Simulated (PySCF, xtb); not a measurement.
Cd(Br)(Et) (C2H5BrCd), SMILES C[CH2][Cd][Br]. Other conformers were not sampled.

Harmonic wavenumbers (cm⁻¹) from GFN2-xTB run with xtb at its own minimum, in rising order: 34, 50, 177, 201, 230, 402, 615, 924, 974, 1045, 1159, 1219, 1408, 1455, 1474, 1494, 2933, 2936, 2955, 2966, 2975.

Question: What does B3LYP-D3(BJ)/def2-SVP (PySCF 2.14.0) give at its own minimum? (An estimate is asked for; the answer gives what the named calculation found.)

Answer: 60, 81, 210, 242, 257, 478, 644, 940, 965, 1036, 1183, 1242, 1398, 1443, 1473, 1476, 3011, 3052, 3082, 3097, 3115. Paired by order, the mean absolute difference is 47 cm⁻¹ and the zero-point energies are 39.5 and 40.7 kcal/mol.
